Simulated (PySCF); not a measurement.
CH₃AlF₂S. Atoms are numbered in the order given.

```xyz
8

Al    -0.0384    -0.8094     0.0000
F      0.8473    -2.2065     0.0000
F     -1.6958    -0.9098     0.0000
S      0.9025     1.1269     0.0000
C     -0.6044     2.2072     0.0000
H     -1.5289     1.6166     0.0000
H     -0.5738     2.8400     0.8966
H     -0.5738     2.8400    -0.8966
```

Coordinates come from a B3LYP-D3(BJ)/def2-SVP optimisation. The structure was generated by enumeration; whether it is a known compound was not checked. Other conformers were not sampled.

Computed with PBE/def2-TZVP run with PySCF.

ESP charges are fitted to the potential on shells at 1.4 to 2.0 van der Waals radii. Atomic charges (e):

```csv
atom,ESP fit,Mulliken,meta-Löwdin
Al1,0.91,___,1.17
F2,-0.36,___,-0.50
F3,-0.36,___,-0.51
S4,-0.32,___,-0.19
C5,-0.17,-0.33,-0.38
H6,0.06,0.16,0.14
H7,0.12,0.15,0.14
H8,0.12,0.15,0.14
```

### Question
What belongs in the gaps? (The exact figures need the calculation; the answer reports its results.)

### Answer

- Al1, Mulliken: 0.65
- F2, Mulliken: -0.29
- F3, Mulliken: -0.30
- S4, Mulliken: -0.18
